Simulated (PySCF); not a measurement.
SMILES C[Si](Cl)(C)Cl, singlet, PBE0/def2-SVP optimised geometry. Atoms within 1.6 Å of the plane z = 0.0 Å (x, y, z in Å): C1 (1.07, -0.47, 0.00), Si2 (-0.79, -0.47, 0.00), C3 (-1.57, -1.35, -1.44), Cl5 (-1.45, 1.50, 0.00), H6 (1.45, 0.02, -0.91), H7 (1.45, 0.07, 0.88), H8 (1.45, -1.50, 0.03), H9 (-2.66, -1.32, -1.37), H11 (-1.25, -2.41, -1.45).

Computed with PySCF 2.14.0 with PBE0/def2-TZVP. Cells within 0.4 Å of a nucleus heavier than hydrogen are left out (blank, or x).

Map of the deformation density (molecule minus spherical neutral atoms) (e/bohr³) on the plane z = 0.0 Å:

```
|11111111111111111111111111111|
|11111111111111111111111111111|
|11111111111111111111111111111|
|11111111111111111111111111111|
|11111111111111111111111111111|
|11111111112211111111111111111|
|11111111122221111111111111111|
|1111122xxx3221111111111111111|
|1111223xxx2221111111111111111|
|1111223xxx1221111111111111111|
|11112221122221111111111111111|
|11111222344321111111111111111|
|11111122344211111111111111111|
|11111112232111122111211111111|
|11111111111111343223221111111|
|1111110001xxx2566xxx311111111|
|1111110001xxx3577xxx211111111|
|1111111001xx124655xx421111111|
|11111111111001233369731111111|
|11111111110000122369941111111|
|11111111110000111247931111111|
|11111111111000111112211111111|
|11111111111111111111001111111|
|11111111111111111111111111111|
|11111111111111111111111111111|
|11111111111111111111111111111|
|11111111111111111111111111111|
|11111111111111111111111111111|
|11111111111111111111111111111|
```
Scale: ten equal steps from -0.020 (start of '0') to 0.091 (end of '9'), in the order '0123456789'; x runs from -3.50 to 3.50, y from -3.50 (bottom) to 3.50 (top).
